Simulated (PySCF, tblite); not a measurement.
Parent: `[CH3:1][P:2]([PH2:3])[C:4]([CH3:5])([CH3:6])[CH3:7]` with C1–P2–P3–H -68° and -159°, C5H14P2.

Structures optimised with GFN2-xTB, isolated species. One conformer each, not checked by frequencies here.

| coordinate of the parent | value |
| --- | --- |
| C1–P2 | 1.857 Å |
| P2–P3 | 2.175 Å |
| P2–C4 | 1.897 Å |
| C4–C5 | 1.529 Å |
| C4–C6 | 1.525 Å |
| C4–C7 | 1.529 Å |
| C1–P2–P3 | 97.2° |
| C1–P2–C4 | 101.7° |
| P3–P2–C4 | 99.3° |
| P2–C4–C5 | 106.4° |
| P2–C4–C6 | 114.1° |
| P2–C4–C7 | 107.1° |
| C5–C4–C6 | 109.6° |
| C5–C4–C7 | 109.3° |
| C6–C4–C7 | 110.1° |

Question: In one relative the bonds that all share with the parent change as follows (parent's numbers): C1–P2 -0.016, P2–P3 +0.026, P2–C4 -0.028, C4–C5 -0.005, C4–C6 -0.005, C4–C7 -0.007 Å. Which is it?
A. `[CH3:1][C:2]([CH3:3])([CH3:4])[P+:5]([CH3:6])([CH3:7])[PH2:8]` (charge +1) with C2–P5–P8–H -176° and 91°
B. `[CH3:1][P@H+:2]([PH2:3])[C:4]([CH3:5])([CH3:6])[CH3:7]` (charge +1) with C1–P2–P3–H 149° and 56°
C. `[CH3:1][C:2]([CH3:3])([CH3:4])[P@:5]([CH3:6])(=[O:7])[PH2:8]` with C2–P5–P8–H -170° and 98°
D. `[CH2:1]=[P@:2]([CH3:3])([PH2:4])[C:5]([CH3:6])([CH3:7])[CH3:8]` with C1–P2–P4–H -38° and 54°

Answer: C. The changes in all of them (Å):

```tsv
SMILES	C1–P2	P2–P3	P2–C4	C4–C5	C4–C6	C4–C7
C[P@H+](P)C(C)(C)C	-0.044	-0.014	-0.038	-0.001	0.000	-0.003
CC(C)(C)[P+](C)(C)P	-0.040	-0.005	-0.032	-0.002	+0.001	-0.004
CC(C)(C)[P@](C)(=O)P	-0.016	+0.026	-0.028	-0.005	-0.005	-0.007
C=[P@](C)(P)C(C)(C)C	-0.026	+0.003	+0.031	-0.005	-0.005	-0.006
```

Atoms are paired thus: C[P@H+](P)C(C)(C)C: C1 = C1, P2 = P2, P3 = P3, C4 = C4, C5 = C7, C6 = C5, C7 = C6; CC(C)(C)[P+](C)(C)P: C1 = C6, P2 = P5, P3 = P8, C4 = C2, C5 = C1, C6 = C3, C7 = C4; CC(C)(C)[P@](C)(=O)P: C1 = C6, P2 = P5, P3 = P8, C4 = C2, C5 = C1, C6 = C3, C7 = C4; C=[P@](C)(P)C(C)(C)C: C1 = C3, P2 = P2, P3 = P4, C4 = C5, C5 = C6, C6 = C7, C7 = C8.

All values are computed, not measured.
